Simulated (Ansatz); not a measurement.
O3W, triplet, at a GFN2-xTB geometry (such geometries of metal compounds can be far from the true shape) (the multiplicity is a formal guess) (core potentials on W); SVWN5/def2-SVP (Ansatz, a first-principles code).

Input for Ansatz:
Ansatz 0.2 input:
```yaml
crystal:
  periodic: [false, false, false]
  atoms:
    - {symbol: W, position_ang: [-0.00000000, -0.00000000, -0.00000000]}
    - {symbol: O, position_ang: [1.53904904, -0.32151783, -0.68643171]}
    - {symbol: O, position_ang: [-0.49796156, -0.83029806, 1.41628866]}
    - {symbol: O, position_ang: [-1.04108748, 1.15181589, -0.72985695]}
basis:
  gaussian:
    orbitals: def2-SVP
    final_grid: {core_spheres: 14, valence_spheres: 28, degree: 59}
hamiltonian:
  xc: {name: SVWN5}
magnetization: {spin_polarized: true, initial_magnetization: 2}
```

What the program printed (banner, timings and long lists left out):

```
Functional definition: SVWN5
736 factors; their error is unknown
mean field evaluation 1: about -7903.1121 eV, gradient 6.0e1 eV
mean field evaluation 2: about -7746.0780 eV, gradient 1.9e2 eV
mean field evaluation 4: about -7899.5932 eV, gradient 6.3e1 eV
mean field evaluation 8: about -7916.1657 eV, gradient 4.2e0 eV
mean field evaluation 16: about -7916.2278 eV, gradient 2.0e0 eV
mean field evaluation 32: about -7916.2118 eV, gradient 1.2e-3 eV
mean field evaluation 64: about -7916.2118 eV, gradient 4.8e-4 eV
mean field evaluation 96: about -7916.2118 eV, gradient 1.8e-4 eV
mean field evaluation 128: about -7915.4963 eV, gradient 5.5e-1 eV
mean field evaluation 160: about -7915.6433 eV, gradient 1.1e1 eV
mean field evaluation 192: about -7913.4555 eV, gradient 4.0e0 eV
mean field -7916.21184861 eV, -290.9154196352 hartree, gradient 1.4e-6 eV, S^2 2.002182; 18 other end points of the search recorded, 0 dependent functions left out
reference -7916.21189968 eV, -290.9154215119 hartree; 20, 18 occupied and 54, 56 virtual orbitals, 736 factors
Total energy: -7916.21189968 eV, -290.9154215119 hartree
```
